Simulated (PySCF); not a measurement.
Computed IR spectrum (relative IR intensity) of a molecule GeH₈N₂Si. Geometry optimised at PBE-D3(BJ)/def2-SVP. The values are those of a single conformer. Computed with PBE-D3(BJ)/def2-SVP (PySCF). Frequencies are harmonic and unscaled.

Lines under 2 % of the strongest are left out, and lines within 2 cm⁻¹ are merged.

ν (cm⁻¹): 191 (m), 232 (w), 364 (m), 430 (vs), 522 (m), 557 (s), 626 (m), 655 (m), 684 (m), 711 (s), 767 (w), 822 (m), 849 (s), 887 (s), 915 (vw), 941 (m), 1497 (m), 1504 (w), 1965 (vs), 2066 (m), 2071 (vs), 2162 (s), 3425 (vw), 3473 (w), 3519 (w), 3567 (w) (against the strongest line: vs over 80 %, s over 45 %, m over 15 %, w over 4 %, vw less)

Question: Which molecule gave these data?
A) [NH2][GeH]([NH2])[SiH3]
B) N[SiH](N)[GeH3]
C) N[SiH2][GeH2][NH2]
D) [NH2][GeH2][NH][SiH3]

Answer: C, N[SiH2][GeH2][NH2]
